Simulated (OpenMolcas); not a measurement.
**N⁺: thermal populations, the spin-orbit constant, worked from levels**

| Property | Result |
| --- | --- |
| Program | OpenMolcas 26.06 |
| Basis | ANO-R1 [3s2p1d] |
| Scalar Hamiltonian | X2C, finite nucleus |
| Active space | 2 electrons in 3 orbitals (2p) |
| State averaging | 2S+1 = 3 even, 3 roots; 2S+1 = 1 even, 6 roots |
| Spin-orbit coupling | RASSI with atomic mean-field integrals over the reference wave functions, term energies averaged over their components |

Methods: CASSCF; SS-CASPT2, IPEA 0.25 Eh, imaginary shift 0.1 Eh (closed shells correlated: 1s 2s). Measured levels: NIST Handbook of Basic Atomic Spectroscopic Data.

**Thermal populations.** Z = Σ (2J + 1) exp(-E/kT) with k = 0.695035 cm-1/K, over the levels below. No other level of either list lies under 46700 cm-1, which is above 7 kT at each temperature.

```
      Level  2J + 1  SS-CASPT2  measured
2s2 2p2 3P0       1        0.0       0.0
2s2 2p2 3P1       3       47.4      48.7
2s2 2p2 3P2       5        141       131
2s2 2p2 1D2       5      16540     15316
2s2 2p2 1S0       1      37340     32689
```

```tsv
T (K)	Z, SS-CASPT2	Z, measured levels	Ground level (%), SS-CASPT2	Ground level (%), measured levels
3000	8.607	8.630	11.6	11.6
5000	8.803	8.834	11.4	11.3
8000	9.106	9.178	11.0	10.9
```

At 8000 K, kT = 5560 cm-1, and the computed levels give Z = 1.000 + 2.975 + 4.875 + 0.255 + 0.001 = 9.106.

**The spin-orbit constant.** For the Hund term 3P of p2, E(J) = (A/2) J(J+1) + constant and ζ = 2S·A = 2A. From J = 0 to J = 2 the energy changes by 3 A.

```csv
Source,E(2) - E(0),A,ζ
CASSCF,141.0,47.0,94
SS-CASPT2,141.1,47.0,94
measured,130.8,43.6,87
```

All in cm-1. SS-CASPT2 is off by +7.9 % and CASSCF by +7.8 %. Both methods take the spin-orbit matrix elements from the reference wave functions, so the second can move ζ only through the term energies and any multistate remixing. Second-order mixing with other terms is absorbed into this ζ.

Term energies are means over components that CASPT2 splits; among the terms shown or strongly mixed into the levels shown the widest spread is 110 cm-1 (2s2 2p2 1D, SS-CASPT2). With the s shell closed, the reference lacks s² → p² mixing. Without dynamic correlation excited terms often stand tens of per cent too high (terms of higher spin than the ground term too low), and those without a measured partner can miss by more than the paired ones (holds for CASSCF). Measured partners are found by configuration, term and J. A level has none where our copy of the source lacks it or the pairing is in doubt (some pairs that miss far off the trend of their configuration count as doubtful), and it then counts in no deviation. Only configurations of the active space appear.
